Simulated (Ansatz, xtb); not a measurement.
## Two isomers of C3H2F2N2

Structure I: `Fc1c[nH]c(F)n1`, a singlet. Structure II: `Fc1cnc(F)[nH]1`, a singlet. Both are isolated molecules in the gas phase, relaxed with PBE0-D3(BJ)/def2-SVP.

Quicker runs give these differences E(II) − E(I): GFN2-xTB +4.5 kJ/mol; HF/STO-3G +5.5 kJ/mol (at GFN2-xTB geometries); r2SCAN-D4/def2-SVP +21.2 kJ/mol (at GFN2-xTB geometries).

**Question.** Estimate E(II) − E(I) at the level CCSD(T)/def2-SVP + ΔMP2/def2-TZVPP.

**Answer.** Calculated at CCSD(T)/def2-SVP + ΔMP2/def2-TZVPP: E(II) − E(I) = +18.8 kJ/mol, so structure I lies lower.

The same difference at several levels:

```csv
level,geometry,E(II) − E(I) (kJ/mol),departure from the last row (kJ/mol),"job, with rough time for the two"
GFN2-xTB,GFN2-xTB,+4.5,−14.4,"optimisation, 0.15 s"
HF/STO-3G,GFN2-xTB,+5.5,−13.4,"single point, 0.6 s"
r2SCAN-D4/def2-SVP,GFN2-xTB,+21.2,+2.3,"single point, 3.9 s"
PBE0-D3(BJ)/def2-SVP,PBE0-D3(BJ)/def2-SVP,+20.2,+1.4,"optimisation, 32 s"
HF/def2-SVP,PBE0-D3(BJ)/def2-SVP,+19.9,+1.1,part of the CCSD(T) run
MP2/def2-SVP,PBE0-D3(BJ)/def2-SVP,+19.5,+0.6,part of the CCSD(T) run
CCSD(T)/def2-SVP,PBE0-D3(BJ)/def2-SVP,+18.8,0.0,single point
CCSD(T)/def2-SVP + ΔMP2/def2-TZVPP,PBE0-D3(BJ)/def2-SVP,+18.8,,"single point, 47 s"
```

As drawn, both hold the same kinds of bond in the same numbers.

None of the levels shown reverses the order. The largest departure from CCSD(T)/def2-SVP + ΔMP2/def2-TZVPP is that of GFN2-xTB, 14.4 kJ/mol. The last row adds to CCSD(T) the change of the MP2 difference between the two basis sets, here 0.0 kJ/mol.

With harmonic frequencies from PBE0-D3(BJ)/def2-SVP (ideal gas, rigid rotor, one conformer each, 298.15 K, 1 atm): the zero-point term adds −0.4 kJ/mol; ΔH is +18.6 and ΔG +18.3 kJ/mol.

The correlated steps freeze 7 core orbitals. Codes used: Ansatz 0.2.0, xtb 6.7.1; the last row on 2 threads of Intel(R) Xeon(R) Platinum 8259CL CPU @ 2.50GHz (Skylake/Cascade Lake) on a shared host.
